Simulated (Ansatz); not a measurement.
Frontier orbitals of ClH5O2Si2, SMILES `O[Si](O)([SiH3])Cl`.

Total charge 0; spin multiplicity 1. The geometry is a stationary point of PBE0-D4/def2-TZVP. It is one conformer, not always the lowest. Basis def2-TZVPP, Ansatz 0.2.0.

```csv
functional,HOMO (eV),LUMO (eV),gap (eV)
PBE,-7.05,-0.79,6.26
r2SCAN,-7.35,-0.48,6.87
B97M-V,-7.45,-0.70,6.75
PBE0,-8.29,0.07,8.36
B3LYP,-8.09,-0.12,7.97
CAM-B3LYP,-9.61,1.12,10.73
ωB97M-V,-10.36,1.82,12.18
HF,-11.20,3.20,14.40
```

Against PBE, PBE0 changes HOMO and LUMO by −1.24 and +0.86 eV, ωB97M-V by −3.31 and +2.61 eV. A gap of 6.26 eV thus becomes 12.18 eV for the same molecule, so an orbital gap means little without its functional. A positive LUMO is unbound and depends on the basis.

B3LYP here is the variant with VWN-RPA as its local correlation; programs differ in this.
